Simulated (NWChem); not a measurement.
## Correlation energy of bromine (Br2)

SMILES: BrBr
```xyz
2

Br     0.0000     0.0000     1.1492
Br     0.0000     0.0000    -1.1492
```
Charge 0, spin multiplicity 1.

Everything below was run with NWChem. All single points use one geometry, from PBE0/def2-SVP, a minimum by its harmonic frequencies.

Basis set: def2-TZVP. Each correlation energy counts from its own Hartree-Fock reference.

The Hamiltonian is non-relativistic. The correlated methods keep 18 core orbitals frozen. Coupled-cluster values serve here as a point of comparison, not as the truth.

```json
[
 {"method": "MP2", "correlation energy (mHa)": "(withheld)"},
 {"method": "SCS-MP2", "correlation energy (mHa)": "(withheld)"},
 {"method": "CR-CCSD[T]", "correlation energy (mHa)": "-574.4"},
 {"method": "CR-CCSD(T)", "correlation energy (mHa)": "-573.9"},
 {"method": "CCSD", "correlation energy (mHa)": "-558.8"},
 {"method": "CCSD+T(CCSD)", "correlation energy (mHa)": "-578.8"},
 {"method": "CCSD(T)", "correlation energy (mHa)": "-578.2"}
]
```

Q: Complete the blanks.

A: 
- MP2, correlation energy (mHa): -547.2
- SCS-MP2, correlation energy (mHa): -512.4
